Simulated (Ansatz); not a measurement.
The cluster Li₁₂⁻: single points at one geometry.

```yaml
crystal:
  periodic: [false, false, false]
  atoms:
    - {symbol: Li, position_ang: [-3.148461, -2.406787, -1.347070]}
    - {symbol: Li, position_ang: [-1.650158, -5.044950, -0.601814]}
    - {symbol: Li, position_ang: [0.879575, 0.284101, 0.306407]}
    - {symbol: Li, position_ang: [-2.660709, -3.178035, 1.709890]}
    - {symbol: Li, position_ang: [2.323883, -2.392251, 1.022011]}
    - {symbol: Li, position_ang: [-0.663583, -3.246756, -3.063229]}
    - {symbol: Li, position_ang: [-2.199959, -0.252690, 0.761500]}
    - {symbol: Li, position_ang: [-0.985576, -0.246913, -2.205753]}
    - {symbol: Li, position_ang: [1.857816, -1.555459, -2.032924]}
    - {symbol: Li, position_ang: [-0.151086, -1.500164, 2.739202]}
    - {symbol: Li, position_ang: [0.138518, -4.513198, 1.994038]}
    - {symbol: Li, position_ang: [-0.414261, -2.359098, -0.158860]}
basis:
  gaussian: {orbitals: def2-SVPD, initial_orbitals: start.molden}
total_charge: -1
magnetization: {spin_polarized: true, initial_magnetization: 1}
correlation: {method: ccsd_t}
scf: {omitted_lower_state_checks: [starts, cluster_reference]}
output: {orbitals: {seedname: orbitals}}
```

The file start.molden holds the orbitals of an earlier run on this structure, at another level or in another basis.

```sh
$ ansatz run in.yaml --threads 4 --pin off --events-out ev --progress --plain --max-ram 4787MiB
```

Shortened log:

```
Functional definition: HF
2000 factors; integrals over basis functions are off by at most 4.6e-5 eV
mean field evaluation 1: about -2429.4111 eV, gradient 6.5e0 eV
mean field evaluation 2: about -2430.0750 eV, gradient 6.1e-1 eV
mean field evaluation 4: about -2430.4313 eV, gradient 5.4e-1 eV
mean field evaluation 8: about -2430.4502 eV, gradient 6.5e-2 eV
mean field evaluation 16: about -2430.4091 eV, gradient 6.5e-1 eV
mean field -2430.45237528 eV, -89.3174773717 hartree, gradient 3.8e-6 eV, S^2 3.750056; 0 other end points of the search recorded, 0 dependent functions left out
reference -2430.45237528 eV, -89.3174773717 hartree; 19, 18 occupied and 125, 126 virtual orbitals, 2000 factors
second order -5.00253133 eV of doubles, -0.00000000 eV of singles
cycle   1  -5.64459212 eV  change   -6.4e-1 eV  update   1.9e-1
cycle   2  -6.13727681 eV  change   -4.9e-1 eV  update   1.0e-1
cycle   3  -6.32160009 eV  change   -1.8e-1 eV  update   6.4e-2
cycle   4  -6.37778911 eV  change   -5.6e-2 eV  update   3.4e-2
cycle   5  -6.40955436 eV  change   -3.2e-2 eV  update   1.7e-2
cycle   6  -6.41902940 eV  change   -9.5e-3 eV  update   1.0e-2
cycle   7  -6.41840968 eV  change    6.2e-4 eV  update   6.3e-3
cycle   8  -6.42415100 eV  change   -5.7e-3 eV  update   4.1e-3
cycle   9  -6.42463033 eV  change   -4.8e-4 eV  update   2.6e-3
cycle  10  -6.42399783 eV  change    6.3e-4 eV  update   1.6e-3
cycle  11  -6.42454289 eV  change   -5.5e-4 eV  update   1.0e-3
cycle  12  -6.42446975 eV  change    7.3e-5 eV  update   6.8e-4
cycle  13  -6.42467978 eV  change   -2.1e-4 eV  update   4.6e-4
cycle  14  -6.42453071 eV  change    1.5e-4 eV  update   3.1e-4
cycle  15  -6.42452638 eV  change    4.3e-6 eV  update   1.9e-4
cycle  16  -6.42461598 eV  change   -9.0e-5 eV  update   1.3e-4
cycle  17  -6.42467627 eV  change   -6.0e-5 eV  update   9.0e-5
cycle  18  -6.42468359 eV  change   -7.3e-6 eV  update   6.1e-5
cycle  19  -6.42464854 eV  change    3.5e-5 eV  update   4.2e-5
cycle  20  -6.42461755 eV  change    3.1e-5 eV  update   2.8e-5
perturbative correction -0.67457513 eV, -0.0247901787 hartree
Total energy: -2437.55156796 eV, -89.5783678906 hartree
Checks for a lower state left out: starts, cluster_reference
```

Run time 67 s (4 threads of Intel Xeon 6975P-C on a shared host), peak host memory 4.2 GiB.

Geometry: r2SCAN/def2-SVPD.

Correlated methods freeze no core orbitals; core or outer-core shells of Li are correlated, in sets that lack core-valence functions. T1 of the charge -1 doublet is large (up to 0.060), so the single-reference result is doubtful. The charge -1 doublet is spin-contaminated (final ⟨S²⟩ up to 3.75, 0.75 for a pure state). The geometry of the doublet was relaxed on an unsound state (⟨S²⟩ 3.01, where a pure state has 0.75). Another isomer (doublet) lies 0.04 eV lower at PBE0/def2-TZVPD; other spin states weren't run for this one.
